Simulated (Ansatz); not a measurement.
Start from `[SiH3][S][GeH3]` and change one atom or group to get `BS[SiH3]`.

Ansatz, PBE0-D4/def2-TZVP geometries, multiplicity 1. 

Scalar relativity is left out up to krypton.

```csv
property,`[SiH3][S][GeH3]`
HOMO energy (ωB97M-V/def2-TZVPP) / eV,-9.53
LUMO energy (PBE/def2-TZVPP) / eV,-1.12
size of the dipole moment (B3LYP/def2-TZVPP) / D,1.12
"ideal-gas entropy at 298 K and 1 bar (rigid rotor, harmonic PBE0-D4/def2-TZVP) / J/(mol·K)",353
zero-point energy (PBE0-D4/def2-TZVP) / kJ/mol,132.3
LUMO energy (B3LYP/def2-TZVPP) / eV,-0.48
```

(1) What does the change do to each property? (An estimate is asked.)

Results:

(1) Ansatz gave: 
| property | `BS[SiH3]` | shift |
| --- | --- | --- |
| HOMO energy (ωB97M-V/def2-TZVPP) / eV | -10.41 | -0.88 |
| LUMO energy (PBE/def2-TZVPP) / eV | -2.53 | -1.41 |
| size of the dipole moment (B3LYP/def2-TZVPP) / D | 0.97 | -0.15 |
| ideal-gas entropy at 298 K and 1 bar (rigid rotor, harmonic PBE0-D4/def2-TZVP) / J/(mol·K) | 308 | -45 |
| zero-point energy (PBE0-D4/def2-TZVP) / kJ/mol | 125.5 | -6.8 |
| LUMO energy (B3LYP/def2-TZVPP) / eV | -1.76 | -1.28 |

With PBE0 the HOMO falls by 0.89 eV and the LUMO falls by 1.33 eV, so the gap narrows by about 0.44 eV. PBE moves the HOMO by -0.97 eV and ωB97M-V by -0.88 eV. The zero-point energy changes by -6.8 kJ/mol with -3 modes. Dipoles are sizes alone; their direction can turn. Modes under 60 cm⁻¹, often nearly free rotors, make the harmonic entropy too high.

B3LYP here is the variant with VWN-RPA as its local correlation; programs differ in this.
